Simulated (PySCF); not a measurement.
**Computed properties of C₃H₉NSi₂, SMILES N#CCC[SiH2][SiH3]**

C3H9NSi2, SMILES [SiH3][SiH2]CCC#N. Geometry: B3LYP-D3(BJ)/def2-SVP. This is a generated structure with no PubChem entry under its InChIKey; it may be hypothetical. The values are those of a single conformer. All values are computed for the isolated molecule unless a solvent is named; none is compared with measurement here.

**Structure.** All 39 harmonic modes at B3LYP-D3(BJ)/def2-SVP (PySCF) are real, so it is a minimum. With heavy atoms numbered as in [N:1]#[C:2][CH2:3][CH2:4][SiH2:5][SiH3:6], the shortest bond between them is N1–C2 at 1.158 Å and the longest Si5–Si6 at 2.353 Å.

**Vibrations.** The strongest infrared lines (harmonic, unscaled, degenerate partners summed) lie at 769 cm⁻¹ (181 km/mol, H 78 %, Si 13 %, C 9 %), 880 cm⁻¹ (181 km/mol, H 86 %, Si 8 %), 2222 cm⁻¹ (120 km/mol, H 96 %). The softest mode is at 27 cm⁻¹ and the zero-point energy is 66.6 kcal/mol.

**Electronic structure.** B3LYP/def2-TZVP (PySCF) places the frontier levels at -8.09 and -0.49 eV, a gap of 7.60 eV, and gives a dipole moment of 3.95 D and a mean polarisability of 94.9 bohr³. PBE/def2-TZVP (PySCF) at the same geometry gives -7.16 and -1.13 eV, so its gap is 1.57 eV narrower. An orbital gap is neither the optical nor the fundamental gap.

**Excitations.** TDDFT-B3LYP/def2-SVPD (PySCF) has S1 at 6.76 eV (183 nm, f = 0.021, weak); the most intense of the 10 singlets computed lies at 7.62 eV (f = 0.10). T1 (TDA) is at 6.14 eV. TDDFT-PBE/def2-SVPD (PySCF) puts S1 at 6.26 eV. No vertical singlet excitation falls in the visible range (under 3.1 eV).

**NMR.** GIAO shifts at HF/pcSseg-1 (PySCF) (non-relativistic, atoms alike by connectivity averaged): ¹³C from 6.2 to 131.3 ppm against TMS; ¹H from 1.1 to 4.1 ppm against TMS; ²⁹Si from -95.8 to -59.3 ppm against TMS.

**Solvation.** SMD-PBE0/6-31G* (PySCF) gives -1.6 kcal/mol in water, -4.9 kcal/mol in 1-octanol, -5.4 kcal/mol in chloroform (1 M in both phases, gas-phase geometry).
